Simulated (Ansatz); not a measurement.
`C[CH2][Zn][Cl]` + `C=CF` → `C[CH2][Zn][F]` + `C=CCl` at 400 K and 1 bar (formal exchange of groups at a Zn–Cl bond).

Gas-phase electronic energies from Ansatz, PBE0-D4/def2-TZVP geometries. CCSD(T)/CBS adds triple-zeta CCSD(T) − MP2 to the extrapolated MP2 energy (def2 sets, frozen cores). This one scheme is used for every species. For Zn outer-core shells are correlated without core-valence functions, which leaves a few kJ/mol of doubt a bond. Scalar relativity is left out up to krypton. One conformer a species, not always the lowest.

```json
{"species": "`C[CH2][Zn][Cl]`", "CCSD(T)/CBS energy (Eh)": "-2317.32947", "H − E (kJ/mol)": "201.3", "S (J/(mol·K))": "362.7"}
{"species": "`C=CF`", "CCSD(T)/CBS energy (Eh)": "-177.66469", "H − E (kJ/mol)": "132.8", "S (J/(mol·K))": "268.3"}
{"species": "`C[CH2][Zn][F]`", "CCSD(T)/CBS energy (Eh)": "-1957.32060", "H − E (kJ/mol)": "202.3", "S (J/(mol·K))": "349.5"}
{"species": "`C=CCl`", "CCSD(T)/CBS energy (Eh)": "-537.65823", "H − E (kJ/mol)": "130.0", "S (J/(mol·K))": "280.5"}
```

H − E and S are ideal-gas, rigid-rotor, harmonic terms from PBE0-D4/def2-TZVP, for one conformer and one mirror image of each species. 1 Eh = 2625.50 kJ/mol, R = 8.31446 J/(mol·K).

Q: By hand: ΔE, ΔH, ΔS and ΔG.

A: ΔE = (-1957.32060) + (-537.65823) − (-2317.32947) − (-177.66469) = 0.01533 Eh = 40.2 kJ/mol. Δ(H − E) = 202.3 + 130.0 − 201.3 − 132.8 = -1.8, so ΔH = 38.4 kJ/mol. ΔS = 349.5 + 280.5 − 362.7 − 268.3 = -1.0 J/(mol·K). ΔG = 38.4 − 400 × (-1.0)/1000 = 38.8 kJ/mol.

Q: By hand: the equilibrium constant, and the temperature at which ΔG would vanish if ΔH and ΔS stayed fixed.

A: log₁₀ K = −ΔG/(RT ln 10) = -5.1. ΔH and −TΔS have one sign here, so there is no such temperature. One of them is within its doubt of zero, so this could turn.

The number of gas molecules stays the same, so ΔS is small and ΔH decides. A doubt of 5 kJ/mol in ΔE shifts log₁₀ K by 0.7 here. Other conformers and mirror images would add mixing entropy, several J/(mol·K) or more a flexible species. These are equilibria of isolated gas molecules and say nothing of rates. Largest T1 diagnostic: 0.015 (customary marks: 0.02 for closed shells, 0.045 for open ones).
